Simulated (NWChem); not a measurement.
System: BAsH4O; SMILES OB[AsH2]

Excerpt of the output:

```
             Northwest Computational Chemistry Package (NWChem) 7.3.0
             --------------------------------------------------------

 C1  symmetry detected

                             Geometry "geometry" -> ""
                             -------------------------

 Output coordinates in angstroms (scale by  1.889725989 to convert to a.u.)

  No.       Tag          Charge          X              Y              Z
 ---- ---------------- ---------- -------------- -------------- --------------
    1 B                    5.0000    -0.58384162     1.19258091    -0.00621653
    2 As                  33.0000     0.02573366    -0.77980262    -0.05086346
    3 H                    1.0000    -0.75508721    -1.14614913     1.21321231
    4 H                    1.0000     1.33857340    -0.55991215     0.71724075
    5 H                    1.0000    -1.75194868     1.44478193    -0.05017694
    6 O                    8.0000     0.25569341     2.25260984    -0.02513612
    7 H                    1.0000     1.19291245     2.01098248     0.03038958

 Effective nuclear repulsion energy (a.u.)     153.9727242621

                                 NWChem DFT Module
                                 -----------------

 Summary of "ao basis" -> "ao basis" (spherical)
 ------------------------------------------------------------------------------
       Tag                 Description            Shells   Functions and Types
 ---------------- ------------------------------  ------  ---------------------
 B                           6-31g*                  6       14   3s2p1d
 As                          6-31g*                 12       32   5s4p3d
 H                           6-31g*                  2        2   2s
 O                           6-31g*                  6       14   3s2p1d

            General Information
            -------------------
          SCF calculation type: DFT
          Wavefunction type:  closed shell.
          No. of atoms     :     7
          No. of electrons :    50
           Alpha electrons :    25
            Beta electrons :    25
          Charge           :     0
          Spin multiplicity:     1
          Use of symmetry is: off; symmetry adaption is: off
          Maximum number of iterations: 150
          AO basis - number of functions:    68
                     number of shells:    32
          Convergence on energy requested:  1.00D-06
          Convergence on density requested:  1.00D-05
          Convergence on gradient requested:  5.00D-04

              XC Information
              --------------
                       M06-2X Method XC Functional
                     Hartree-Fock (Exact) Exchange  0.540
                        M06-2X Exchange Functional  1.000
                      M06-2X Correlation Potential  1.000

             Grid Information
             ----------------
          Grid used for XC integration:  medium
          Radial quadrature: Mura-Knowles
          Angular quadrature: Lebedev.
          Tag              B.-S. Rad. Rad. Pts. Rad. Cut. Ang. Pts.
          ---              ---------- --------- --------- ---------
          B                   0.85       49           8.0       434
          As                  1.15      112           9.0       590
          H                   0.35       45          10.0       434
          O                   0.60       49          10.0       434
          Grid pruning is: on
          Number of quadrature shells:   390
          Spatial weights used:  Erf1

      Superposition of Atomic Density Guess
      -------------------------------------

 Sum of atomic energies:       -2335.11881856

      Non-variational initial energy
      ------------------------------

 Total energy =   -2336.109319
 1-e energy   =   -3557.275850
 2-e energy   =    1067.193806
 HOMO         =      -0.269383
 LUMO         =       0.034577

     ---------------------------------------------
      Total Density - Mulliken Population Analysis
     ---------------------------------------------

    Atom       Charge   Shell Charges
 -----------   ------   -------------------------------------------------------
    1 B    5     4.53   2.00  0.60  1.03  0.48  0.35  0.07
    2 As  33    33.34   2.00  2.00  6.00  2.00  5.99  1.41  2.52  0.34  0.98  6.91  2.95  0.21
    3 H    1     0.90   0.41  0.48
    4 H    1     0.91   0.42  0.49
    5 H    1     1.03   0.50  0.53
    6 O    8     8.84   2.00  0.93  3.11  0.87  1.91  0.01
    7 H    1     0.46   0.35  0.10

   convergence    iter        energy       DeltaE   RMS-Dens  Diis-err
 ---------------- ----- ----------------- --------- --------- ---------
 d= 0,ls=0.0,diis     1  -2337.9810305107 -2.49D+03  9.78D-03  4.42D-01
 d= 0,ls=0.0,diis     2  -2337.9952205735 -1.42D-02  4.73D-03  4.41D-01
 d= 0,ls=0.0,diis     3  -2338.0352246645 -4.00D-02  1.00D-03  1.21D-02
 d= 0,ls=0.0,diis     4  -2338.0364996699 -1.28D-03  3.46D-04  4.09D-04
 d= 0,ls=0.0,diis     5  -2338.0365713963 -7.17D-05  9.78D-05  3.44D-05
  Resetting Diis
 d= 0,ls=0.0,diis     6  -2338.0365780734 -6.68D-06  3.24D-05  3.51D-06
 d= 0,ls=0.0,diis     7  -2338.0365786431 -5.70D-07  7.54D-06  2.16D-07

         Total DFT energy =    -2338.036578643089
      One electron energy =    -3560.453873657437
           Coulomb energy =     1165.659129856489
    Exchange-Corr. energy =      -97.214559104261
 Nuclear repulsion energy =      153.972724262119

 Numeric. integr. density =       50.000002164867

                       DFT Final Molecular Orbital Analysis
                       ------------------------------------

 Vector   23  Occ=2.000000D+00  E=-4.168046D-01
              MO Center=  4.9D-02, -6.0D-01,  5.5D-01, r^2= 2.7D+00
   Bfn.  Coefficient  Atom+Function         Bfn.  Coefficient  Atom+Function
  ----- ------------  ---------------      ----- ------------  ---------------
    25      0.399216  2 As px                48     -0.257302  3 H  s
    47     -0.236353  3 H  s                 50      0.232457  4 H  s
    49      0.206506  4 H  s                 21     -0.175451  2 As px
    26      0.157347  2 As py                27     -0.135247  2 As pz
    56      0.132384  6 O  py                 3     -0.092471  1 B  px

 Vector   24  Occ=2.000000D+00  E=-3.619112D-01
              MO Center= -1.7D-01,  8.1D-02,  3.1D-02, r^2= 3.2D+00
   Bfn.  Coefficient  Atom+Function         Bfn.  Coefficient  Atom+Function
  ----- ------------  ---------------      ----- ------------  ---------------
    27      0.376107  2 As pz                24      0.280116  2 As s
    26     -0.201846  2 As py                50      0.186254  4 H  s
    52      0.184534  5 H  s                  4      0.175534  1 B  py
    25      0.163725  2 As px                23     -0.162486  2 As pz
     3     -0.157179  1 B  px                49      0.152348  4 H  s

 Vector   25  Occ=2.000000D+00  E=-3.047113D-01
              MO Center= -7.3D-02, -4.4D-01, -1.5D-01, r^2= 3.0D+00
   Bfn.  Coefficient  Atom+Function         Bfn.  Coefficient  Atom+Function
  ----- ------------  ---------------      ----- ------------  ---------------
    26      0.464139  2 As py                27      0.329939  2 As pz
    24      0.259283  2 As s                  4     -0.209802  1 B  py
    30      0.205575  2 As py                22     -0.193546  2 As py
    31      0.174818  2 As pz                56      0.158072  6 O  py
    28     -0.150414  2 As s                 23     -0.139144  2 As pz

 Vector   26  Occ=0.000000D+00  E= 2.370655D-02
              MO Center= -4.0D-01,  7.6D-01,  5.6D-02, r^2= 3.1D+00
   Bfn.  Coefficient  Atom+Function         Bfn.  Coefficient  Atom+Function
  ----- ------------  ---------------      ----- ------------  ---------------
     9      0.578178  1 B  pz                 5      0.414667  1 B  pz
    48     -0.405251  3 H  s                 30     -0.306501  2 As py
    61     -0.305826  6 O  pz                 6      0.278820  1 B  s
    57     -0.246918  6 O  pz                50     -0.216625  4 H  s
    24     -0.186551  2 As s                 31      0.149331  2 As pz

 Vector   27  Occ=0.000000D+00  E= 5.671383D-02
              MO Center=  1.6D-01, -4.2D-01, -8.4D-02, r^2= 4.2D+00
   Bfn.  Coefficient  Atom+Function         Bfn.  Coefficient  Atom+Function
  ----- ------------  ---------------      ----- ------------  ---------------
    29      0.850383  2 As px                50     -0.834172  4 H  s
    48      0.741792  3 H  s                 30      0.428346  2 As py
    25      0.344575  2 As px                58     -0.317623  6 O  s
    28      0.287892  2 As s                  8      0.240849  1 B  py
    31     -0.231882  2 As pz                68      0.220760  7 H  s

 Vector   28  Occ=0.000000D+00  E= 7.874379D-02
              MO Center=  1.3D-01, -1.7D-01, -4.8D-02, r^2= 4.9D+00
   Bfn.  Coefficient  Atom+Function         Bfn.  Coefficient  Atom+Function
  ----- ------------  ---------------      ----- ------------  ---------------
     6      0.997206  1 B  s                 30     -0.812416  2 As py
    29      0.594005  2 As px                50     -0.561542  4 H  s
    68     -0.543322  7 H  s                 28     -0.500390  2 As s
     8     -0.448284  1 B  py                31      0.384646  2 As pz
     9     -0.336526  1 B  pz                58      0.287912  6 O  s

     ---------------------------------------------
      Total Density - Mulliken Population Analysis
     ---------------------------------------------

    Atom       Charge   Shell Charges
 -----------   ------   -------------------------------------------------------
    1 B    5     4.74   2.00  0.56  1.35  0.37  0.38  0.08
    2 As  33    33.21   2.00  2.00  6.00  2.00  5.99  1.38  2.55  0.38  0.81  6.94  2.90  0.26
    3 H    1     0.95   0.47  0.47
    4 H    1     0.98   0.48  0.50
    5 H    1     1.01   0.52  0.49
    6 O    8     8.56   2.00  0.90  2.92  0.91  1.81  0.02
    7 H    1     0.56   0.46  0.10

     -------------------------------------------
      Total Density - Lowdin Population Analysis
     -------------------------------------------

    Atom       Charge   Shell Charges
 -----------   ------   -------------------------------------------------------
    1 B    5     5.14   1.98  0.45  1.24  0.40  0.87  0.19
    2 As  33    33.10   2.00  2.00  5.99  1.99  5.89  1.04  2.28  0.51  1.27  6.72  3.05  0.37
    3 H    1     0.94   0.46  0.48
    4 H    1     0.96   0.46  0.50
    5 H    1     0.96   0.49  0.47
    6 O    8     8.24   1.99  0.83  2.76  0.65  1.96  0.04
    7 H    1     0.66   0.44  0.22

     Multipole analysis of the density
     ---------------------------------

     L   x y z        total         alpha         beta         nuclear
     -   - - -        -----         -----         ----         -------
     0   0 0 0     -0.000000    -25.000000    -25.000000     50.000000

     1   1 0 0      0.510967      0.255483      0.255483     -0.000000
     1   0 1 0      0.112197      0.056098      0.056098     -0.000000
     1   0 0 1      0.232943      0.116471      0.116471      0.000000

     2   2 0 0    -21.429920    -26.969626    -26.969626     32.509331
     2   1 1 0      2.394144      0.397309      0.397309      1.599525
     2   1 0 1     -0.087503     -0.207474     -0.207474      0.327446
     2   0 2 0    -27.071312   -148.398506   -148.398506    269.725700
     2   0 1 1     -0.804566      1.355833      1.355833     -3.516231
     2   0 0 2    -23.728948    -15.579062    -15.579062      7.429176

            General Information
            -------------------
          SCF calculation type: DFT
          Wavefunction type:  closed shell.
          No. of atoms     :     7
          No. of electrons :    50
           Alpha electrons :    25
            Beta electrons :    25
          Charge           :     0
          Spin multiplicity:     1
          Use of symmetry is: off; symmetry adaption is: off
          Maximum number of iterations: 150
          AO basis - number of functions:    68
                     number of shells:    32
          Convergence on energy requested:  1.00D-06
          Convergence on density requested:  1.00D-05
          Convergence on gradient requested:  5.00D-04

              XC Information
              --------------
                       M06-2X Method XC Functional
                     Hartree-Fock (Exact) Exchange  0.540
                        M06-2X Exchange Functional  1.000
                      M06-2X Correlation Potential  1.000

             Grid Information
             ----------------
          Grid used for XC integration:  medium
          Radial quadrature: Mura-Knowles
          Angular quadrature: Lebedev.
          Tag              B.-S. Rad. Rad. Pts. Rad. Cut. Ang. Pts.
          ---              ---------- --------- --------- ---------
          B                   0.85       49           8.0       434
          As                  1.15      112           9.0       590
          H                   0.35       45          10.0       434
          O                   0.60       49          10.0       434
          Grid pruning is: on
          Number of quadrature shells:   390
          Spatial weights used:  Erf1

          Convergence Information
          -----------------------
          Convergence aids based upon iterative change in
          total energy or number of iterations.
          Levelshifting, if invoked, occurs when the
          HOMO/LUMO gap drops below (HL_TOL):  1.00D-02
          DIIS, if invoked, will attempt to extrapolate
          using up to (NFOCK): 10 stored Fock matrices.

                    Damping( 0%)  Levelshifting(0.5)       DIIS
                  --------------- ------------------- ---------------
          dE  on:    start            ASAP                start
          dE off:    2 iters        150 iters           150 iters

                            NWChem DFT Gradient Module
                            --------------------------

  charge          =   0.00
  wavefunction    = closed shell

                         DFT ENERGY GRADIENTS

    atom               coordinates                        gradient
                 x          y          z           x          y          z
   1 B      -1.103301   2.253651  -0.011748   -0.000345  -0.000804   0.001318
   2 As      0.048630  -1.473613  -0.096118   -0.000271  -0.003305  -0.004068
   3 H      -1.426908  -2.165908   2.292639   -0.000958  -0.000502   0.002245
   4 H       2.529537  -1.058081   1.355388    0.001850   0.000156   0.001448
   5 H      -3.310703   2.730242  -0.094821   -0.001171   0.000968  -0.000407
   6 O       0.483190   4.256815  -0.047500   -0.000984   0.003931  -0.000931
   7 H       2.254278   3.800206   0.057428    0.001879  -0.000444   0.000395
```

Level: M06-2X/6-31G* (spherical d). Structure relaxed at the B3LYP/6-31G* (spherical d) level.

Q: Which NWChem input produces such a log?

A: This is not unique; one that fits is the input that was run:
```
start job
memory heap 200 mb stack 900 mb global 1100 mb
geometry units angstroms noautoz
  B     -0.574860     1.208704     0.004344
  As     0.049585    -0.759105    -0.036501
  H     -0.675377    -1.112790     1.263928
  H      1.390919    -0.517051     0.673511
  H     -1.745947     1.450710     0.004898
  O      0.253888     2.275122    -0.064705
  H      1.194674     2.041984    -0.044339
end
basis spherical
  * library 6-31g*
end
dft
  xc m06-2x
  iterations 150
  mulliken
end
task dft gradient
```
